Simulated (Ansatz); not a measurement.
Conformers of ClH2InO2, SMILES `[OH][In]([OH])[Cl]`, each relaxed with PBE0-D4/def2-TZVP in Ansatz. CBS adds the triple-zeta coupled-cluster correction to the MP2 limit.

Elements past krypton have def2 core potentials. Outer-core shells of In are correlated without core-valence functions. Spin–orbit coupling is left out.

Not all of them had a frequency check.

Conformer A:

Cartesian coordinates in Å:
```
O 1.176 0.071 1.565
In -0.101 0.341 0.100
O -0.377 -1.091 -1.226
Cl -1.267 2.322 -0.060
H 1.593 -0.794 1.516
H -1.024 -0.851 -1.895
```

Conformer B:

```xyz
6

O     1.612    0.733   -0.132
In   -0.001   -0.188    0.528
O    -1.610   -0.481   -0.574
Cl   -0.007   -0.958    2.687
H     1.533    1.019   -1.046
H    -1.527   -0.125   -1.462
```

(1) Which is lowest in electronic energy at CCSD(T)/CBS (frozen core, def2 sets), and by how much? (Estimate.)

(2) Give the energies relative to A (kJ/mol) with PBE-D4/def2-TZVPP, PBE0-D4/def2-TZVPP, B3LYP-D4/def2-TZVPP, ωB97X-V/def2-TZVPP, B3LYP/def2-TZVPP, MP2/def2-TZVPP, HF/CBS(def2). (Estimate.)

Answers

(1) The calculation gave: A; B lies 5.2 kJ/mol higher.

(2) Ansatz gave: 
```json
{"level": "PBE-D4/def2-TZVPP", "B": "5.9"}
{"level": "PBE0-D4/def2-TZVPP", "B": "6.1"}
{"level": "B3LYP-D4/def2-TZVPP", "B": "5.9"}
{"level": "ωB97X-V/def2-TZVPP", "B": "5.8"}
{"level": "B3LYP/def2-TZVPP", "B": "6.0"}
{"level": "MP2/def2-TZVPP", "B": "5.4"}
{"level": "HF/CBS(def2)", "B": "5.7"}
```

B3LYP here is the variant with VWN-RPA as its local correlation; programs differ in this.
